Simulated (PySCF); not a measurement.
HBCl (SMILES [BH]Cl), doublet, at a GFN2-xTB geometry; B3LYP/def2-SV(P) (PySCF).

The PySCF input:
```python
from pyscf import gto, scf, dft

mol = gto.M(
    atom='''
B    -1.11910595    0.43366543    0.05067460
Cl    0.44881581   -0.11025720   -0.01488399
H    -2.03433907   -0.29395469   -0.00034516
''',
    basis='def2-sv(p)',
    spin=1,
    verbose=4,
)

mf = dft.UKS(mol)
mf.xc = 'b3lyp'
mf.conv_tol = 1e-12
mf.kernel()
mf.analyze()
```

The log (banner, timings and long lists left out):

```
PySCF version 2.14.0

[INPUT] verbose = 4
[INPUT] num. atoms = 3
[INPUT] num. electrons = 23
[INPUT] charge = 0
[INPUT] spin (= nelec alpha-beta = 2S) = 1
[INPUT] symmetry False subgroup None
[INPUT] Mole.unit = angstrom
[INPUT] Symbol           X                Y                Z      unit          X                Y                Z       unit  Magmom
[...]
nuclear repulsion = 32.9557108770177
number of shells = 16
number of NR pGTOs = 64
number of NR cGTOs = 34
basis = def2-sv(p)
ecp = {}

******** <class 'pyscf.dft.uks.UKS'> ********
method = UKS
initial guess = minao
damping factor = 0
level_shift factor = 0
DIIS = <class 'pyscf.scf.diis.CDIIS'>
diis_start_cycle = 1
diis_space = 8
diis_damp = 0
SCF conv_tol = 1e-12
SCF conv_tol_grad = None
SCF max_cycles = 50
direct_scf = True
direct_scf_tol = 1e-13
number electrons alpha = 12  beta = 11
XC library pyscf.dft.libxc version 7.1.2
    S. Lehtola, C. Steigemann, M. J. T. Oliveira, and M. A. L. Marques,  SoftwareX 7, 1–5 (2018)
XC functionals = b3lyp
    P. J. Stephens, F. J. Devlin, C. F. Chabalowski, and M. J. Frisch,  J. Phys. Chem. 98, 11623 (1994)
radial grids:
    Treutler-Ahlrichs [JCP 102, 346 (1995); DOI:10.1063/1.469408] (M4) radial grids

becke partition: Becke, JCP 88, 2547 (1988); DOI:10.1063/1.454033
pruning grids: <function nwchem_prune>
grids dens level: 3
symmetrized grids: False
atomic radii adjust function: <function treutler_atomic_radii_adjust>
small_rho_cutoff = 0
Set gradient conv threshold to 1e-06
tot grids = 42736
init E= -485.56331778439

cycle= 1 E= -485.43605351698  delta_E= 0.127  |g|= 0.0903  |ddm|= 1.35
cycle= 2 E= -485.438429304758  delta_E= -0.00238  |g|= 0.0827  |ddm|= 0.219
cycle= 3 E= -485.442203613315  delta_E= -0.00377  |g|= 0.0217  |ddm|= 0.122
cycle= 4 E= -485.442533910499  delta_E= -0.00033  |g|= 0.00553  |ddm|= 0.0341
cycle= 5 E= -485.442557810767  delta_E= -2.39e-05  |g|= 0.000997  |ddm|= 0.00819
cycle= 6 E= -485.442559155991  delta_E= -1.35e-06  |g|= 0.000264  |ddm|= 0.00292
cycle= 7 E= -485.442559265962  delta_E= -1.1e-07  |g|= 5.73e-05  |ddm|= 0.000786
cycle= 8 E= -485.442559270263  delta_E= -4.3e-09  |g|= 1.51e-05  |ddm|= 0.000153
cycle= 9 E= -485.442559270549  delta_E= -2.86e-10  |g|= 2.75e-06  |ddm|= 3.82e-05
cycle= 10 E= -485.44255927056  delta_E= -1.13e-11  |g|= 5.55e-07  |ddm|= 7.94e-06
cycle= 11 E= -485.442559270561  delta_E= -4.55e-13  |g|= 1.7e-07  |ddm|= 1.24e-06
Extra cycle  E= -485.442559270561  delta_E= -1.14e-13  |g|= 1.05e-07  |ddm|= 3.78e-07
[...]
converged SCF energy = -485.442559270561  <S^2> = 0.75162722  2S+1 = 2.0016266
[...]
**** SCF Summaries ****
Total Energy =                        -485.442559270560707
Nuclear Repulsion Energy =              32.955710877017694
One-electron Energy =                 -733.591697833030480
Two-electron Energy =                  215.193427685452150
Two-electron Coulomb Energy =          247.868836037757603
DFT Exchange-Correlation Energy =      -32.675408352305460
**** MO energy ****
                             alpha | beta                alpha | beta
[...]
To work with the spin densities directly, `use mulliken_meta_spin()` only printing them here.

 ** Mulliken spin pop alpha/beta on meta-lowdin orthogonal AOs **
 ** Mulliken Spin Density (per AO)  **
spin_pop of  0 B 1s        0.00006
spin_pop of  0 B 2s        0.24373
spin_pop of  0 B 3s        0.00840
spin_pop of  0 B 2px       0.00964
spin_pop of  0 B 2py       0.62341
spin_pop of  0 B 2pz       0.01838
spin_pop of  0 B 3px       0.00051
spin_pop of  0 B 3py      -0.00037
spin_pop of  0 B 3pz       0.00003
spin_pop of  0 B 3dxy     -0.00063
spin_pop of  0 B 3dyz     -0.00016
spin_pop of  0 B 3dz^2     0.00040
spin_pop of  0 B 3dxz      0.00002
spin_pop of  0 B 3dx2-y2   -0.00066
spin_pop of  1 Cl 1s        0.00000
spin_pop of  1 Cl 2s       -0.00000
spin_pop of  1 Cl 3s        0.00058
spin_pop of  1 Cl 4s        0.00063
spin_pop of  1 Cl 2px      -0.00000
spin_pop of  1 Cl 2py       0.00000
spin_pop of  1 Cl 2pz      -0.00000
spin_pop of  1 Cl 3px      -0.00870
spin_pop of  1 Cl 3py       0.09294
spin_pop of  1 Cl 3pz      -0.01298
spin_pop of  1 Cl 4px       0.00018
spin_pop of  1 Cl 4py       0.00087
spin_pop of  1 Cl 4pz       0.00006
spin_pop of  1 Cl 3dxy      0.00059
spin_pop of  1 Cl 3dyz      0.00002
spin_pop of  1 Cl 3dz^2    -0.00006
spin_pop of  1 Cl 3dxz     -0.00003
spin_pop of  1 Cl 3dx2-y2    0.00094
spin_pop of  2 H 1s        0.02161
spin_pop of  2 H 2s        0.00055
 ** Mulliken Spin Density (per atom)  **
spin density of  0 B =      0.90278
spin density of  1 Cl =      0.07507
spin density of  2 H =      0.02216
 ** Mulliken pop alpha/beta on meta-lowdin orthogonal AOs **
 ** Mulliken pop       alpha | beta **
[...]
In total            12.00000 | 11.00000
 ** Mulliken atomic charges   ( Nelec_alpha | Nelec_beta ) **
charge of  0B =     -0.08385  (     2.99331      2.09054 )
charge of  1Cl =      0.07323  (     8.50092      8.42585 )
charge of  2H =      0.01062  (     0.50577      0.48361 )
Dipole moment(X, Y, Z, Debye):  0.28786, -0.64743, -0.05882
```
